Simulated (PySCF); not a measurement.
Job file and geometry (Å, from GFN2-xTB) of an NMR shielding run on `CO[C@@H](C(=O)O)[Si@H](N)O[SiH3]`, C3H11NO4Si2, PySCF, GIAO PBE0/pcSseg-1 NMR shielding, non-relativistic, gas phase; density fitting, a coarse starting grid and PySCF grid level 2 are the driver's defaults:

```
$ OMP_NUM_THREADS=1 python probes_run.py task.json out

{"job": {"kind": "nmr", "xc": "PBE0", "basis": "pcSseg-1"}, "charge": 0, "multiplicity": 1}
C     -2.871438    -0.919888    -1.137455
O     -1.474815    -1.085081    -1.054403
C     -0.809827    -0.048496    -0.370176
C     -1.122578     0.019322     1.078564
O     -1.571499    -0.869500     1.758688
O     -0.775283     1.210186     1.606537
Si     1.049732    -0.505366    -0.555050
N      1.340019    -1.637453     0.698585
O      1.984316     0.791856    -0.340962
Si     2.780024     1.983467     0.425635
H     -3.124744     0.040001    -1.605511
H     -3.239107    -1.735911    -1.756998
H     -3.341242    -0.970964    -0.150495
H     -1.012562     0.927938    -0.826921
H     -0.901500     1.185813     2.568175
H      1.263286    -0.884847    -1.946783
H      0.589785    -2.257383     0.962865
H      2.230214    -2.102823     0.770571
H      1.947377     2.519905     1.498460
H      4.014038     1.392507     0.944986
H      3.036884     2.963660    -0.627741
```

Q: What does the program print?

A: 
```
coarse grid: 18736 points
cycle   1  E = -1054.4555264883  dE =  1.526e+00  |g| = 1.286e+00  |ddm| = 4.165e+00
cycle   2  E = -1053.8872524070  dE =  5.683e-01  |g| = 2.174e+00  |ddm| = 2.533e+00
cycle   3  E = -1054.7316383705  dE = -8.444e-01  |g| = 3.309e-01  |ddm| = 1.824e+00
cycle   4  E = -1054.7500686492  dE = -1.843e-02  |g| = 1.186e-01  |ddm| = 2.765e-01
cycle   5  E = -1054.7523147048  dE = -2.246e-03  |g| = 3.128e-02  |ddm| = 8.570e-02
cycle   6  E = -1054.7525019624  dE = -1.873e-04  |g| = 8.654e-03  |ddm| = 3.020e-02
cycle   7  E = -1054.7525151579  dE = -1.320e-05  |g| = 2.476e-03  |ddm| = 7.617e-03
cycle   8  E = -1054.7525163281  dE = -1.170e-06  |g| = 5.687e-04  |ddm| = 2.100e-03
final grid: 172392 points
cycle   9  E = -1054.8474326464  dE = -2.430e-05  |g| = 1.612e-02  |ddm| = 2.561e-02
cycle  10  E = -1054.8473619946  dE =  7.065e-05  |g| = 2.564e-02  |ddm| = 2.556e-02
cycle  11  E = -1054.8474773238  dE = -1.153e-04  |g| = 2.572e-03  |ddm| = 1.663e-02
cycle  12  E = -1054.8474785293  dE = -1.205e-06  |g| = 4.913e-04  |ddm| = 1.850e-03
cycle  13  E = -1054.8474785680  dE = -3.871e-08  |g| = 1.674e-04  |ddm| = 4.525e-04
cycle  14  E = -1054.8474785739  dE = -5.879e-09  |g| = 3.489e-05  |ddm| = 1.455e-04
cycle  15  E = -1054.8474785740  dE = -1.692e-10  |g| = 1.491e-05  |ddm| = 3.187e-05
converged SCF energy = -1054.8474785740

GIAO shielding tensors (ppm)
atom      isotropic    diamagn.    paramagn.     s11        s22        s33       span
  0 C      125.862     244.317    -118.454     89.427    103.318    184.843     95.416
  1 O      324.102     397.980     -73.878    302.883    321.349    348.073     45.189
  2 C      110.774     256.988    -146.215     86.302     97.825    148.194     61.892
  3 C        7.846     254.525    -246.678    -99.391     46.002     76.928    176.319
  4 O      -93.844     403.038    -496.882   -349.946   -219.848    288.263    638.209
  5 O      125.178     395.953    -270.776    -26.904    144.705    257.732    284.636
  6 Si     385.423     880.738    -495.315    360.593    393.264    402.413     41.819
  7 N      241.159     320.175     -79.016    217.043    245.525    260.910     43.867
  8 O      296.145     399.918    -103.774    252.768    303.464    332.202     79.434
  9 Si     392.399     879.919    -487.520    355.265    361.287    460.644    105.379
 10 H       28.761      29.071      -0.310     25.124     26.124     35.036      9.912
 11 H       27.927      28.049      -0.122     23.743     25.113     34.926     11.183
 12 H       27.778      29.297      -1.519     23.126     26.895     33.314     10.189
 13 H       27.952      35.229      -7.277     24.872     27.870     31.113      6.241
 14 H       25.577      32.623      -7.046     19.675     23.159     33.896     14.221
 15 H       26.671      30.013      -3.343     23.108     25.073     31.831      8.723
 16 H       30.420      33.575      -3.155     22.537     28.439     40.284     17.747
 17 H       30.876      30.355       0.521     23.821     26.466     42.341     18.520
 18 H       26.402      30.404      -4.001     22.082     26.592     30.533      8.451
 19 H       26.546      28.440      -1.894     22.846     24.889     31.903      9.056
 20 H       26.542      28.644      -2.102     22.907     24.705     32.013      9.106
```

Q: Turn these shieldings into chemical shifts. Referencing at the same level of theory: ¹³C (σref 186.93), ²⁹Si (σref 349.16), ¹H (σref 31.72) vs TMS; H2O for ¹⁷O (σref 336.08); NH3 for ¹⁵N (σref 267.73).

A: Averaging equivalent atoms: C 3: 179.1; C 2: 76.2; C 0: 61.1; O 4: 429.9; O 5: 210.9; O 8: 39.9; O 1: 12.0; Si 6: -36.3; Si 9: -43.2; N 7: 26.6; H 14: 6.14; H 18/19/20: 5.22; H 15: 5.05; H 13: 3.77; H 10/11/12: 3.56; H 16/17: 1.07 ppm. Unscaled 17O shifts of doubly bonded oxygen tend to come out too high, by tens of ppm or more. Experimental scales use liquid or dissolved standards, which lie at an offset from isolated NH3 (liquid NH3: subtract about 20 ppm) and H2O (liquid H2O: subtract about 36 ppm).

Size and cost of the density-fitted run: 239 basis functions, 110 s wall time on 1 thread of an Arm Neoverse N1, shared host; peak memory 1.1 GiB.
